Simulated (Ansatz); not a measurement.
This geometry of AlCl2H3O (7 atoms, charge 0, multiplicity 1) is a first-order saddle point.

Level of theory: RKS PBE0/6-31G* in Ansatz 0.2.0.

```xyz
7
Properties=species:S:1:pos:R:3
Al 0.067 -0.311 -0.115
H 0.026 -0.059 1.622
Cl 1.833 0.412 -0.963
Cl -1.797 0.125 -0.974
O 0.142 -1.998 0.604
H -0.618 -2.594 0.516
H 0.019 -1.099 1.493
```

(1) Which two structures does it join? (They come from a converged band through this point; their orientation in space is the band's.)

(2) How far does it lie above each of them?

Answers

(1) Bonds broken: Al1–H2, O5–H7. Bonds formed: H2–H7. AlCl2H3O becomes AlCl2HO + H2.

Image 0:

```xyz
7
Properties=species:S:1:pos:R:3
Al 0.074 0.016 0.120
H 0.024 0.703 1.544
Cl 1.818 0.223 -1.058
Cl -1.757 -0.154 -0.973
O 0.109 -1.899 0.675
H -0.612 -2.388 0.241
H 0.015 -2.025 1.633
```

Image 6:

```xyz
7
Properties=species:S:1:pos:R:3
Al 0.049 -0.698 -0.387
H 0.004 0.272 1.895
Cl 1.805 0.354 -0.770
Cl -1.796 0.211 -0.774
O 0.162 -2.333 0.051
H -0.631 -2.873 0.127
H 0.079 -0.458 2.041
```

(2) 92.5 kJ/mol above the first and 85.1 kJ/mol above the second. This is the barrier of this one path; another mechanism may lie lower. The orbitals stay closed-shell, which can raise the energy where a bond breaks towards radicals; this wasn't checked here.

The run took 2.8 min on 1 thread of Arm Neoverse V1, on a shared host, peak memory 0.16 GiB.
